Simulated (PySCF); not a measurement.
## Radial density of Xe(47+) (xenon, charge +47)

B2PLYP, [He] 2s2 2p3, high-spin 4S determinant. All numbers are calculated (PySCF 2.14, no relativity, point nucleus, in an even-tempered Gaussian basis (17 s from 24 bohr⁻², ratio 2.2; 10 p from 31 bohr⁻², ratio 2.2; 5 d from 120 bohr⁻², ratio 2.4; 5 f from 170 bohr⁻², ratio 2.4; 4 g from 260 bohr⁻², ratio 2.4)).

| r (bohr) | 4πr²ρ (e/bohr) | 4πr²(ρα − ρβ) |
| --- | --- | --- |
| 0.000477 | 0.2980 | 0.0000 |
| 0.000802 | 0.8141 | 0.0000 |
| 0.00135 | 2.171 | 0.0000 |
| 0.00227 | 5.561 | 0.0006 |
| 0.00382 | 13.31 | 0.0071 |
| 0.00642 | 28.42 | 0.0549 |
| 0.0108 | 50.10 | 0.3574 |
| 0.0182 | 64.42 | 1.9507 |
| 0.0305 | 52.40 | 8.1439 |
| 0.0514 | 38.44 | 22.0420 |
| 0.0864 | 48.00 | 29.1057 |
| 0.145 | 23.57 | 11.5723 |
| 0.244 | 1.433 | 0.6170 |
| 0.411 | 0.003397 | 0.0012 |

A non-relativistic calculation at this Z misses sizeable relativistic shifts. Spin-orbit coupling is strong in this species (close to jj coupling), so the high-spin LS determinant is a model state, not a physical level.
